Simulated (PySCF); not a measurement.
C3H2F3, SMILES F[C](/C=C/F)F, multiplicity 2.

The structure is a stationary point at PBE0-D3(BJ)/def2-SVP. The isomer is the one that the SMILES or the coordinates give; other isomers of the formula were not compared. Other conformers were not sampled.

Calculation: PySCF 2.14.0 with TDA-PBE/def2-SVPD.

Vertical excitations. Isolated molecule, no solvent.

Computed UV-visible absorptions:
| state | energy (eV) | λ (nm) | f | main pairs |
|---|---|---|---|---|
| root 1 | 3.80 | 326 | 0.001 | α HOMO→LUMO 55 %, β HOMO→LUMO 45 % |
| root 2 | 4.13 | 300 | 0.000 | α HOMO→LUMO+1 100 % |
| root 3 | 4.72 | 263 | 0.003 | α HOMO→LUMO+2 100 % |
| root 4 | 5.20 | 238 | 0.001 | α HOMO→LUMO+3 97 % |
| root 5 | 5.29 | 235 | 0.000 | α HOMO→LUMO+4 96 % |
| root 6 | 6.11 | 203 | 0.463 | α HOMO→LUMO 38 %, β HOMO→LUMO 47 % |
| root 7 | 6.17 | 201 | 0.000 | β HOMO−1→LUMO 99 % |
| root 8 | 6.55 | 189 | 0.000 | α HOMO→LUMO+5 99 % |
| root 9 | 6.66 | 186 | 0.022 | α HOMO→LUMO+6 95 % |
| root 10 | 6.78 | 183 | 0.008 | α HOMO−1→LUMO 53 %, β HOMO→LUMO+2 43 % |
Unrestricted roots are not spin-pure.
